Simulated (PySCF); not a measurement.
Structure problem from calculated spectra and properties.

Elements present: C, Cl, H, N and Si. Monoisotopic mass: 212.9420 u.

- 13C NMR: chemical shifts (computed TMS as zero) by class: 121.6 (1 C), 74.5 (1 C), -12.6 (1 C) ppm [GIAO PBE0/pcSseg-1]
- 1H NMR: chemical shifts (computed TMS as zero) by class: 5.85 (1 H), 5.00 (1 H), 4.41 (1 H), 4.29 (1 H), 4.16 (3 H), 0.77 (1 H), -0.05 (1 H) ppm [GIAO PBE0/pcSseg-1]
- Dipole: 2.62 D [PBE0/pcSseg-1]
- NMR, other nuclei: isotropic shieldings of nuclei other than C and H, by class: -104 (1 N), 367 (1 Si), 423 (1 Si), 454 (1 Si), 711 (1 Cl), 728 (1 Cl) ppm [GIAO PBE0/pcSseg-1]
- Rotational structure: rotational constants A, B, C: 0.915, 0.440, 0.390 GHz [GFN2-xTB]

Gas-phase values; electronic properties from PySCF, density fitting. Levels stand in brackets. One conformer (not necessarily the lowest) at the GFN2-xTB geometry, without solvent, vibrations or thermal averaging. Each NMR value is the plain mean over a class of atoms that symmetry, rotation or inversion makes alike.

**Question.** Which formula fits the mass and the elements?

**Answer.** C3H9Cl2NSi3 (calculated 212.9420). No other formula that holds each of these elements comes within 0.0003 u with a fitting electron parity and a possible valence count.

**Question.** Give a SMILES that accounts for the data.

**Answer.** Numbering: `[N:1]#[C:2][SiH2:3][Si@H:4]([CH2:5][SiH3:6])[CH:7]([Cl:8])[Cl:9]`. Its formula, C3H9Cl2NSi3, gives 2 degrees of unsaturation: 0 rings and 2 π bonds in the structure found. 3 carbons fall into 3 classes; from least to most shielded: cyano carbon [C2] (121.6 ppm), CHCl2 carbon [C7] (74.5 ppm), sp3 carbon bound to silicon [C5] (-12.6 ppm). Hydrogen classes from least to most shielded: 1 H on a CHCl2 carbon, C7 (5.85 ppm), 1 H on an SiH silicon, Si4 (5.00 ppm), 1 H on an SiH2 silicon, Si3 (4.41 ppm), 1 H on an SiH2 silicon, Si3 (4.29 ppm), 3 H on an SiH3 silicon, Si6 (4.16 ppm), 1 H on an sp3 carbon bound to silicon, C5 (0.77 ppm), 1 H on an sp3 carbon bound to silicon, C5 (-0.05 ppm). The other shieldings belong to: -104 ppm, cyano nitrogen [N1]; 367 ppm, SiH silicon [Si4]; 423 ppm, SiH3 silicon [Si6]; 454 ppm, SiH2 silicon [Si3]; 711 ppm, alkyl chlorine [Cl8]; 728 ppm, alkyl chlorine [Cl9]. The optimised geometry has point group C1 and is an asymmetric top. Structure: `N#C[SiH2][Si@H](C[SiH3])C(Cl)Cl`. The assignments are read from this structure; whether some other isomer fits the data as well wasn't checked. The mirror image fits equally. NMR values of atoms bound to several Cl lack the spin–orbit term that these neighbours bring.

Shape of the structure used: `[N:1]#[C:2][SiH2:3][Si@H:4]([CH2:5][SiH3:6])[CH:7]([Cl:8])[Cl:9]`: C2–Si3–Si4–C5 -123°, Si3–Si4–C5–Si6 -65°, Si3–Si4–C7–Cl8 47°.
